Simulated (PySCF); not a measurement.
F₄Hg. Atoms are numbered in the order given.

```xyz
5

Hg     0.0000     0.0000     0.0000
F      1.9145     0.0000     0.0000
F     -1.9145     0.0000     0.0000
F      0.0000    -1.9145     0.0000
F      0.0000     1.9145     0.0000
```

Geometry optimised at B3LYP-D3(BJ)/def2-SVP. The def2 effective core potentials stand for the cores of Hg; spin–orbit coupling is left out.

Computed with CAM-B3LYP/def2-TZVP in PySCF.

Symmetry labels are those of the subgroup D2h that the program uses (full group D4h).

Computed valence orbital energies around the gap with their symmetry:
```
orbital  symmetry  energy (eV)
-------  --------  -----------
HOMO−7        B1u       -14.75
HOMO−6        B1u       -14.15
HOMO−5        B2u       -14.00
HOMO−4        B3u       -14.00
HOMO−3        B1g       -13.61
HOMO−2        B1g       -13.59
HOMO−1        B2g       -13.56
HOMO          B3g       -13.56
LUMO           Ag        -6.10
LUMO+1         Ag        -0.93
LUMO+2        B1u        -0.07
LUMO+3        B2u         1.75
```
